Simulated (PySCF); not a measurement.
# How the method changes the constants of WN

State: ⁴Σ⁻ (quartet), unpaired electrons σ ↑, δ ↑↑. Set-up: basis W def2-TZVPPD with ECP60, N def2-TZVPPD; scalar-relativistic core potentials; PySCF 2.14. De refers to W (5d4 6s2) + N in their high-spin ground configurations, without counterpoise correction. The functionals are run spin-unrestricted. A positive dipole means W(−)N(+). Levels whose curve was spin-contaminated or gave no clean fit are not listed.

```tsv
Level	Re (Å)	ωe (cm⁻¹)	De (eV)	μ (D)	CPU s a point (SCF and correlation, without the integrals)
ROHF	1.618	1242	n/a	-5.11	2.2
ROHF-MP2	1.703	974	n/a	n/a	4.1
ROHF-SCS-MP2	1.695	997	n/a	n/a	n/a
ROHF-CCSD	1.658	1118	n/a	n/a	n/a
ROHF-CCSD(T)	1.677	1060	n/a	n/a	220
PBE	1.670	1082	n/a	-3.92	2.6
PBEsol	1.663	1099	n/a	-3.87	1.6
BLYP	1.680	1059	n/a	-3.97	1.6
r²SCAN	1.664	1085	n/a	-4.13	3.2
B3LYP	1.661	1104	n/a	-4.21	4.1
PBE0	1.651	1118	n/a	-4.20	5.1
B97-3	1.651	1129	n/a	-4.30	7.1
LC-ωPBE	1.633	1171	n/a	-4.52	5
```

What does a quarter of exact exchange do here, going from PBE to PBE0?

PBE0 less PBE: -1.9 pm in Re, +3.3 % in ωe. Exact exchange removes part of the self-interaction that spreads semilocal densities, and in most molecules shortens and stiffens the bond and lowers De; so it does here.

What does the three-parameter hybrid form, with a fifth of exact exchange, do here, going from BLYP to B3LYP?

B3LYP less BLYP: -1.9 pm in Re, +4.2 % in ωe. Exact exchange removes part of the self-interaction that spreads semilocal densities, and in most molecules shortens and stiffens the bond and lowers De; so it does here.

What does second-order correlation do here, going from ROHF to ROHF-MP2?

ROHF-MP2 less ROHF: +8.5 pm in Re, -21.6 % in ωe. Correlation nearly always deepens the well. The bond lengthens, as in strong covalent bonds, where excitations into antibonding orbitals dominate.

Correlated steps freeze 1 core orbital. De is left out where the level can put another filling of the metal’s s and d shells below the measured ground configuration, by anything from nothing to about 1 eV. These are scalar-relativistic numbers at best; spin–orbit coupling would shift them, the dissociation energy most. UHF is strongly spin-contaminated for WN, so the ROHF reference used there is far from stable. With d or f electrons several states lie close, and the lowest PBE0 determinant need not be the measured ground state.

The whole job (state search and all levels along the bond) took about 24 min on 2 threads of Intel Xeon Platinum 8259CL @ 2.50GHz (shared host), peak memory 4.3 GiB.
